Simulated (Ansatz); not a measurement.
Cl3SSi, SMILES `[S][Si](Cl)(Cl)Cl` radical, charge 0, multiplicity 2.

Question: Give a relaxed structure at PBE0-D4/def2-TZVP (the Gaussian-basis code of Ansatz). (Estimate.)

Answer: The calculation gave: 
Z-matrix (Å, degrees):
```
Si
S 1 2.097
Cl 1 2.029 2 112.6
Cl 1 2.029 2 112.6 3 121.6
Cl 1 2.032 2 104.2 3 -119.2
```
Point group Cs.
